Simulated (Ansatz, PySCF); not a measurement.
C$_{2}$H$_{9}$AsGa (SMILES [CH3][Ga+]([CH3])<-[AsH3]), charge +1, singlet, geometry from GFN2-xTB (such geometries of metal compounds can be far from the true shape). Base run: CASSCF(2,2)/STO-3G in PySCF.

PySCF was given this input:
```python
from pyscf import gto, scf, mcscf
import numpy

mol = gto.M(
    atom='''
Ga   -0.05475711    1.18768642    0.32129430
C     1.49577340    1.86651082   -0.82640775
H     2.40293652    1.32010966   -0.54792617
H     1.64773674    2.93836277   -0.66945764
H     1.26259826    1.67735925   -1.87937354
C    -1.63071777    1.02269065    1.61430910
H    -2.50396374    0.66334629    1.06003037
H    -1.85659698    1.99141391    2.06949851
H    -1.36917665    0.30017178    2.39446808
As    0.07932058   -1.68467997   -0.45958230
H     0.54515579   -2.74078624    0.47891962
H     0.88298055   -2.23702566   -1.58190483
H    -1.12211304   -2.47200040   -0.84557014
''',
    basis='sto-3g',
    charge=1,
    verbose=4,
)

mf = scf.RHF(mol)
mf.kernel()
mc = mcscf.CASSCF(mf, 2, 2)
mc.fix_spin_(ss=0.0)
mc.kernel()
occ = numpy.linalg.eigvalsh(mc.fcisolver.make_rdm1(mc.ci, mc.ncas, mc.nelecas))[::-1]
ss = mc.fcisolver.spin_square(mc.ci, mc.ncas, mc.nelecas)[0]
print('natural occupations', occ.round(4), ' <S^2>', round(ss, 4))
```

Programs used: Ansatz (a first-principles code), PySCF; a row that names a program was run with it.

Each row names what was changed in the base input (with any setting that the change needs).

```
change                                                ΔE vs base (kcal/mol)  natural occupations  <S^2> of the state        outcome
----------------------------------------------------  ---------------------  -------------------  ------------------  -------------
base                                                                  0.000            1.91 0.09                0.00      converged
orbitals = fixed (CASCI)                                              17.15            2.00 0.00                0.00      converged
code = ansatz; correction = SC-NEVPT2, all electrons                 -105.5                    -                   -      converged
fix_spin_ = off                                                       0.000            1.91 0.09                0.00      converged
active space = 2 electrons, 4 orbitals                               -0.546  1.91 0.09 0.00 0.00                0.00      converged
correction = SC-NEVPT2                                               -119.7            1.91 0.09                0.00      converged
solver = newton                                                      -21.67            1.00 1.00                0.00      converged
active space = 8 electrons, 7 orbitals                                    -                    -                   -  not converged
start = MP2 natural orbitals                                          0.000            1.91 0.09                0.00      converged
active space = 8 electrons, 8 orbitals                                    -                    -                   -  not converged
conv_tol = 1e-5                                                      -21.67            1.00 1.00                0.00      converged
```

Active orbitals are taken around the Fermi level unless the row says otherwise; CASSCF can end in different local minima, and two programs can end on different orbitals. State-averaged rows give the lowest state.
